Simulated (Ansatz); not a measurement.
Ansatz results at the PBE0-D4/def2-TZVP geometry: size of the dipole moment (B3LYP/def2-TZVPP) 1.98 D; HOMO energy (PBE/def2-TZVPP) -5.68 eV; LUMO energy (ωB97M-V/def2-TZVPP) 0.69 eV.

Each molecule was computed in one conformer, which needn't be the lowest.

Question: Which molecule gave them?
A. `[Cl][SbH2]`
B. `[F][Sb]([F])[SiH3]`
C. `C[O][Sb]([SiH3])[O]C`
D. `[Cl][Sb]([Cl])[Cl]`

Answer: C. The others give `[F][Sb]([F])[SiH3]`: 3.22, -6.31, 0.01; `[Cl][Sb]([Cl])[Cl]`: 2.70, -7.42, -0.05; `[Cl][SbH2]`: 2.44, -6.57, 0.13.

B3LYP here is the variant with VWN-RPA as its local correlation; programs differ in this.
